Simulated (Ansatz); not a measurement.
Cost and result for the atomization energy of `C[SiH2][S][SbH2]` (11 atoms, 10 bonds).

```xyz
11

C    -1.4919    1.5957    0.4896
Si    0.0095    0.4937    0.5613
S    -0.1152   -0.8781   -1.0734
Sb    1.9509   -2.0728   -0.6196
H    -1.5218    2.1486   -0.4516
H    -2.4078    1.0067    0.5727
H    -1.4697    2.3159    1.3116
H     0.0611   -0.2506    1.8502
H     1.2620    1.2935    0.4623
H     1.2506   -3.6158   -0.8544
H     2.4722   -2.0370   -2.2487
```

The species carries charge 0 and has multiplicity 1. Correlated methods include outer-core shells of Sb, which these sets cover unevenly. Sb: def2 effective core potential. The geometry is a stationary point of PBE0-D4/def2-TZVP. It is one conformer, not always the lowest. Program: Ansatz. All runs use 4 threads of an Intel Xeon Platinum 8259CL on a shared host. Times are those of one run each, without the atoms' runs, and a repeat can differ threefold. Electronic energies, without spin–orbit coupling; frozen cores. CCSD(T)/CBS adds CCSD(T) − MP2 in def2-TZVPP to the MP2 limit, and its time is that of the two runs behind it. T1 = 0.012. With those shells the extrapolation isn't a true limit. B3LYP takes the VWN-RPA correlation (the form of Gaussian; ORCA's B3LYP/G).

CCSD(T)/CBS is a level of theory with its own doubt, some kJ/mol a heavy atom from the limit and from the frozen cores, so smaller differences don't rank the functionals.

```
                             level  functions  wall time  atomization (kJ/mol)  difference from CCSD(T)/CBS  per bond
   PBE-D4/def2-TZVPP (with forces)        263      2.9 s                3397.1                          7.8       0.8
                PBE0-D4/def2-TZVPP        263      3.7 s                3363.1                        -26.2      -2.6
r2SCAN-D4/def2-TZVPP (with forces)        263        5 s                3380.3                         -9.0      -0.9
 B3LYP-D4/def2-TZVPP (with forces)        263        6 s                3387.9                         -1.4      -0.1
                 B2PLYP/def2-TZVPP        263      6.5 s                3324.6                        -64.7      -6.5
                ωB97X-V/def2-TZVPP        263        9 s                3414.8                         25.5       2.5
  ωB97M-V/def2-TZVPP (with forces)        263       12 s                3386.7                         -2.6      -0.3
                    MP2/def2-QZVPP        489       23 s                3327.8                        -61.5      -6.2
                CCSD(T)/def2-TZVPP        263    2.4 min                3285.4                       -103.9     -10.4
                 CCSD(T)/CBS(def2)          –    2.8 min                3389.3                          0.0       0.0
```

In def2-TZVPP, CCSD(T) changes the Hartree–Fock value by +841.4 kJ/mol (the triples alone add +47.1 kJ/mol) and MP2 by +821.9 kJ/mol; breaking electron pairs costs correlation energy, which Hartree–Fock lacks. The D4 term adds +47.9 kJ/mol with B3LYP and +25.1 kJ/mol with PBE0; it sums over pairs of atoms, weighted by their polarisabilities, and B3LYP, whose exchange is more repulsive, gets the larger term. From PBE to PBE0 (25 % exact exchange), in def2-TZVPP and without D4, the atomization energy moves by −29.8 kJ/mol: exact exchange takes away binding that semilocal exchange gives to molecules.
